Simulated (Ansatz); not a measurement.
## Cost against result

The pair of K⁺ (SMILES [K+], atom 1) and CH6Si (SMILES C[SiH3], atoms 2–9), both closed shells, in one local arrangement (a lower one may exist), relaxed at PBE0-D4/def2-TZVP:

K1  (0.526, 1.971, -3.509)
C2  (-0.734, -0.704, 1.025)
Si3  (0.526, 0.139, -0.043)
H4  (-0.451, -1.746, 1.192)
H5  (-1.723, -0.686, 0.564)
H6  (-0.797, -0.209, 1.996)
H7  (1.899, 0.158, 0.514)
H8  (0.145, 1.565, -0.331)
H9  (0.608, -0.488, -1.407)
(Å)

Interaction energies are counterpoise-corrected; the time is that of the whole pair.

Computed with Ansatz 0.2.0 (basis: as named in each row); correlated methods freeze the cores. The outer core shell of Li, Na, Mg and K is correlated. The def2 sets are not built for correlating such inner shells, so the correlated values are less sure here. B3LYP uses VWN-RPA correlation. Extrapolation: Hartree–Fock as exp(−7.88 √X), correlation as X^−2.97.

Times are rough, for one single point on 4 threads of a shared host (Arm Neoverse V1).

The estimate by CCSD(T) at an estimated basis limit (MP2 extrapolated from triple and quadruple zeta, plus CCSD(T) − MP2 in triple zeta) is -0.332 eV.

```json
{"method": "HF", "basis": "STO-3G", "time (s)": "under 1", "interaction energy (eV)": "-0.205", "method less estimate": "0.127"}
{"method": "PBE-D4", "basis": "STO-3G", "time (s)": "under 1", "interaction energy (eV)": "-0.406", "method less estimate": "-0.074"}
{"method": "SPW92", "basis": "def2-SVP", "time (s)": "under 1", "interaction energy (eV)": "-0.355", "method less estimate": "-0.023"}
{"method": "PBE-D4", "basis": "def2-SVP", "time (s)": "under 1", "interaction energy (eV)": "-0.416", "method less estimate": "-0.084"}
{"method": "B3LYP-D4", "basis": "6-31G", "time (s)": "under 1", "interaction energy (eV)": "-0.442", "method less estimate": "-0.110"}
{"method": "PBE0-D4", "basis": "def2-SVP", "time (s)": "under 1", "interaction energy (eV)": "-0.387", "method less estimate": "-0.055"}
{"method": "CCSD(T)", "basis": "def2-SVP", "time (s)": "1", "interaction energy (eV)": "-0.272", "method less estimate": "0.060"}
{"method": "revPBE-D4", "basis": "def2-TZVPPD", "time (s)": "2", "interaction energy (eV)": "-0.485", "method less estimate": "-0.154"}
{"method": "PBE-D4", "basis": "def2-TZVPPD", "time (s)": "2", "interaction energy (eV)": "-0.439", "method less estimate": "-0.107"}
{"method": "HSE06-D4", "basis": "def2-TZVPPD", "time (s)": "2", "interaction energy (eV)": "-0.416", "method less estimate": "-0.085"}
{"method": "BLYP-D4", "basis": "def2-TZVPPD", "time (s)": "2", "interaction energy (eV)": "-0.498", "method less estimate": "-0.166"}
{"method": "PBE0-D4", "basis": "def2-TZVPPD", "time (s)": "2", "interaction energy (eV)": "-0.417", "method less estimate": "-0.085"}
{"method": "B3LYP-D4", "basis": "def2-TZVPPD", "time (s)": "3", "interaction energy (eV)": "-0.470", "method less estimate": "-0.138"}
{"method": "r2SCAN-D4", "basis": "def2-TZVPPD", "time (s)": "4", "interaction energy (eV)": "-0.358", "method less estimate": "-0.026"}
{"method": "B2PLYP", "basis": "def2-TZVPPD", "time (s)": "4", "interaction energy (eV)": "-0.319", "method less estimate": "0.013"}
{"method": "wB97M-V", "basis": "def2-SVP", "time (s)": "5", "interaction energy (eV)": "-0.319", "method less estimate": "0.013"}
{"method": "wB97X-V", "basis": "def2-TZVPPD", "time (s)": "7", "interaction energy (eV)": "-0.338", "method less estimate": "-0.006"}
{"method": "B97M-V", "basis": "def2-TZVPPD", "time (s)": "8", "interaction energy (eV)": "-0.359", "method less estimate": "-0.027"}
{"method": "wB97M-V", "basis": "def2-TZVPPD", "time (s)": "8", "interaction energy (eV)": "-0.342", "method less estimate": "-0.010"}
{"method": "MP2", "basis": "def2-QZVPPD", "time (s)": "12", "interaction energy (eV)": "-0.329", "method less estimate": "0.003"}
{"method": "CCSD(T)", "basis": "def2-TZVPPD", "time (s)": "41", "interaction energy (eV)": "-0.318", "method less estimate": "0.014"}
```

The T1 diagnostic stays at or below 0.010.
